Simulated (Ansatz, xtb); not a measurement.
## H6InO3P: which of two structures lies lower

Structure I is a singlet given by its coordinates and structure II is `[OH][In-]([OH])([OH])[PH3+]`, a singlet. Both are isolated molecules in the gas phase, relaxed with PBE0-D4/def2-SVP; the shapes shown needn't be the lowest conformers.

I (Å):

```xyz
11

In   -0.1740   -0.7031   -0.7938
O    -2.3702    0.2236    1.8223
O    -1.3496    1.0477   -0.4290
O    -0.5402   -1.3863    1.3190
P    -2.3972    1.2434    0.6973
H    -1.3317   -0.7998    1.6458
H    -2.2276    2.5683    1.1843
H    -3.6835    1.3036    0.0928
H    -1.1463   -1.7658   -1.7199
H     1.4684   -0.2074   -0.7357
H     0.1817   -1.2315    1.9388
```

Close contacts (Å): In1–O3 2.14, In1–O4 2.25, O2–P5 1.52, O3–P5 1.55, In1–H9 1.71, In1–H10 1.72, O4–H6 1.04, O4–H11 0.96, P5–H7 1.42, P5–H8 1.42.

II (Å):

```csv
atom,x (Å),y (Å),z (Å)
In,-1.5542,0.0845,-0.5089
O,-3.0938,-0.4508,0.6866
O,-1.4163,1.9639,-1.1933
O,-0.5593,-1.3720,-1.4581
P,-0.4375,0.0857,2.0490
H,-3.4487,-1.3124,0.4391
H,-2.1782,2.4822,-0.9101
H,-0.0727,-1.0180,-2.2113
H,-1.2624,0.7817,2.9660
H,0.8280,0.4522,2.5829
H,-0.5370,-1.2057,2.6223
```

Quicker runs give these differences E(II) − E(I): GFN2-xTB +53.7 kcal/mol; HF/STO-3G −55.9 kcal/mol (at GFN2-xTB geometries); r2SCAN-D4/def2-SVP +30.4 kcal/mol (at GFN2-xTB geometries).

Question: Estimate E(II) − E(I) at the level CCSD(T)/def2-SVP + ΔMP2/def2-TZVPP.

Answer: Calculated at CCSD(T)/def2-SVP + ΔMP2/def2-TZVPP: E(II) − E(I) = +32.4 kcal/mol, so structure I lies lower.

How the difference moves with the method:

```json
{"level": "GFN2-xTB", "geometry": "GFN2-xTB", "E(II) − E(I) (kcal/mol)": "+53.7", "departure from the last row (kcal/mol)": "+21.3", "job, with rough time for the two": "optimisation, 0.86 s"}
{"level": "HF/STO-3G", "geometry": "GFN2-xTB", "E(II) − E(I) (kcal/mol)": "−55.9", "departure from the last row (kcal/mol)": "−88.3", "job, with rough time for the two": "single point, 1.7 s"}
{"level": "r2SCAN-D4/def2-SVP", "geometry": "GFN2-xTB", "E(II) − E(I) (kcal/mol)": "+30.4", "departure from the last row (kcal/mol)": "−2.0", "job, with rough time for the two": "single point, 6 s"}
{"level": "PBE0-D4/def2-SVP", "geometry": "PBE0-D4/def2-SVP", "E(II) − E(I) (kcal/mol)": "+29.5", "departure from the last row (kcal/mol)": "−2.9", "job, with rough time for the two": "optimisation, 74 s"}
{"level": "HF/def2-SVP", "geometry": "PBE0-D4/def2-SVP", "E(II) − E(I) (kcal/mol)": "+28.8", "departure from the last row (kcal/mol)": "−3.6", "job, with rough time for the two": "part of the CCSD(T) run"}
{"level": "MP2/def2-SVP", "geometry": "PBE0-D4/def2-SVP", "E(II) − E(I) (kcal/mol)": "+24.5", "departure from the last row (kcal/mol)": "−7.9", "job, with rough time for the two": "part of the CCSD(T) run"}
{"level": "CCSD(T)/def2-SVP", "geometry": "PBE0-D4/def2-SVP", "E(II) − E(I) (kcal/mol)": "+23.6", "departure from the last row (kcal/mol)": "−8.8", "job, with rough time for the two": "single point"}
{"level": "CCSD(T)/def2-SVP + ΔMP2/def2-TZVPP", "geometry": "PBE0-D4/def2-SVP", "E(II) − E(I) (kcal/mol)": "+32.4", "departure from the last row (kcal/mol)": "", "job, with rough time for the two": "single point, 63 s"}
```

HF/STO-3G puts the two in the other order. The largest departure from CCSD(T)/def2-SVP + ΔMP2/def2-TZVPP is that of HF/STO-3G, 88.3 kcal/mol. The last row adds to CCSD(T) the change of the MP2 difference between the two basis sets, here +8.8 kcal/mol, a large step that makes the value less sure.

With thermal terms from frequencies at re-optimised GFN2-xTB minima (ideal gas, soft modes damped towards free rotors, one conformer each, 298.15 K, 1 atm): on the last row, ΔE + ΔZPE = +33.1, ΔH = +34.6, ΔG = +31.3 kcal/mol.

The correlated steps freeze 12 core orbitals; the filled d shell of In is correlated, in a basis made for valence electrons. Atoms past krypton carry core potentials in the def2 sets, other sets are all-electron and non-relativistic, and no spin–orbit term is included. Codes used: Ansatz 0.2.0, xtb 6.7.1; the last row on 2 threads of Arm Neoverse V1 on a shared host.
